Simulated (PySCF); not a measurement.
An element was calculated at PBE (PySCF 2.14, spin-free X2C, a triple-zeta basis, no spin-orbit coupling), in the ground configurations that NIST lists.

```
first ionisation energy  : 6.223 eV
second ionisation energy : 12.316 eV
third ionisation energy  : 26.405 eV
```

Problem. Which element is it?

Solution. Ytterbium (Yb, Z = 70), in x2c-TZVPPall. NIST lists 6.254, 12.179, 25.053 ± 0.025 eV for these ionisation energies.
